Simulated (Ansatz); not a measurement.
In2Se3⁻. The state is a doublet with charge -1. Geometry PBE-D4/def2-SVPD.

```xyz
5

In   -0.0930    1.2430    1.3120
In    0.1713   -1.6439   -0.7324
Se    1.0142    1.0438   -1.3448
Se    0.3241   -1.3595    1.9605
Se   -1.4165    0.7165   -1.1953
```

In the def2 sets In takes a core potential; there is no spin–orbit coupling. Another isomer (doublet) lies 0.05 eV lower at PBE0-D4/def2-TZVPD; other spin states weren't run for this one.

Estimate the α-spin orbital energies around the gap (eV) in Ansatz with HF/def2-TZVPD, PBE-D4/def2-TZVPD, revPBE-D4/def2-TZVPD, r2SCAN-D4/def2-TZVPD, PBE0-D4/def2-TZVPD.


| orbital | HF/def2-TZVPD | PBE-D4/def2-TZVPD | revPBE-D4/def2-TZVPD | r2SCAN-D4/def2-TZVPD | PBE0-D4/def2-TZVPD |
| --- | --- | --- | --- | --- | --- |
| HOMO−5 | -5.89 | -2.37 | -2.31 | -2.65 | -3.40 |
| HOMO−4 | -5.74 | -1.97 | -1.90 | -2.22 | -3.05 |
| HOMO−3 | -4.83 | -1.62 | -1.56 | -1.85 | -2.60 |
| HOMO−2 | -4.51 | -1.54 | -1.48 | -1.81 | -2.44 |
| HOMO−1 | -4.50 | -1.10 | -1.04 | -1.34 | -2.11 |
| HOMO | -3.69 | -0.87 | -0.82 | -1.14 | -1.74 |
| LUMO | 3.36 | 0.98 | 1.06 | 1.10 | 1.77 |
| LUMO+1 | 3.53 | 2.11 | 2.08 | 2.41 | 2.48 |
| LUMO+2 | 3.56 | 2.13 | 2.17 | 2.46 | 2.61 |
| LUMO+3 | 3.80 | 2.22 | 2.27 | 2.51 | 2.76 |
| LUMO+4 | 4.21 | 2.23 | 2.29 | 2.64 | 2.76 |
| LUMO+5 | 4.26 | 2.52 | 2.44 | 2.99 | 2.83 |
| β HOMO | -3.06 | -1.01 | -0.96 | -1.25 | -1.96 |
| β LUMO | 2.74 | -0.41 | -0.32 | -0.38 | 0.13 |
